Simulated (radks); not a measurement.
Results of a calculation; reference values are marked as such.
Spherical quantum dot in the effective-mass picture: electrons in a well V = -V0 / (1 + exp((r - R)/a)) with V0 = 1.67, R = 10.8, a = 0.82, all in effective atomic units (hartree* = m*/eps^2 hartree, bohr* = eps/m* bohr), one dielectric constant everywhere. Level of theory: non-relativistic Kohn-Sham, LDA (Slater exchange, Perdew-Wang correlation), spin-polarised, spherical densities (a radial shooting solver with Libxc functionals). Levels are named by radial order and angular momentum (1s, 1p, 1d, 2s, ...), and open shells are averaged over m.

N = 3, configuration 1s2 1p(up 1, down 0). This is the lowest configuration that the search found (a dilute case). Occupied and some empty levels:

level    occupation  eigenvalue (hartree*)  <r> (bohr*)
1s up             1                -1.2896        5.910
1s down           1                -1.2792        5.894
1p up             1                -1.2536        6.432
1p down           0                -1.2429        6.443
1d up             0                -1.1988        6.847
1d down           0                -1.1882        6.867
1f up             0                -1.1290        7.192
2s up             0                -1.1285        5.037
2s down           0                -1.1220        5.031
1f down           0                -1.1189        7.215

Energy (hartree*): total -4.39615, kinetic 0.17371, external -4.9290, Hartree 0.66585, exchange-correlation -0.30669.

Electron density:

r (bohr*)  n(r) (e/bohr*^3)
0.570             0.0009240
1.20              0.0009816
1.84               0.001078
2.47               0.001207
3.11               0.001356
3.74               0.001504
4.38               0.001618
5.01               0.001659
5.64               0.001592
6.28               0.001402
6.91               0.001105
7.55              0.0007589
8.18              0.0004391
8.82              0.0002061
9.45             0.00007494
10.1             0.00002015
10.7              4.083e-06
11.3              6.406e-07
12.0              8.022e-08
12.6              9.243e-09
